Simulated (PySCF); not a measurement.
Trend along the fourth-period p block: MIn molecules

CCSD(T) with double-zeta basis sets in PySCF, for the lowest determinant that a PBE0 search found; no spin–orbit coupling. De refers to high-spin ground-configuration atoms.

| M | basis | reference, frozen orbitals | state (unpaired electrons) | Re (Å) | ωe (cm⁻¹) | De (eV) |
| --- | --- | --- | --- | --- | --- | --- |
| Ga | cc-pVDZ-PP | UHF, 8 | triplet (σ ↑, π ↑) | 2.907 | 142 | 1.12 |
| Ge | def2-SVP | UHF, 13 | quartet (σ ↑, π ↑↑) | 2.689 | 184 | 1.97 |
| As | cc-pVDZ-PP | UHF, 8 | triplet (π ↑↑) | 2.783 | 172 | 1.31 |
| Br | cc-pVDZ-PP | RHF, 8 | singlet (closed shell) | 2.589 | 221 | 3.78 |

(1) By what factor does the bond length vary along the series?

The rows differ in basis set, which adds steps of its own.

The state changes along the series, so neighbouring rows are not always alike in their bonding.

Correlated steps freeze the inner cores (8 to 13 orbitals); shallow outer-core shells are correlated. Correlated levels converge slowly with the basis: in double zeta they bind strong bonds too weakly, by up to about 1 eV, and carry superposition errors of some tenths. Spin–orbit coupling is left out, which matters for elements this heavy, above all for dissociation energies. Where the molecule has an RHF reference, its open-shell atoms are computed with UHF. States were picked by a PBE0 search and need not be the measured ground states.

## Answers

(1) At CCSD(T) it runs from 2.589 Å (InBr) to 2.907 Å (InGa), a factor of 1.12.
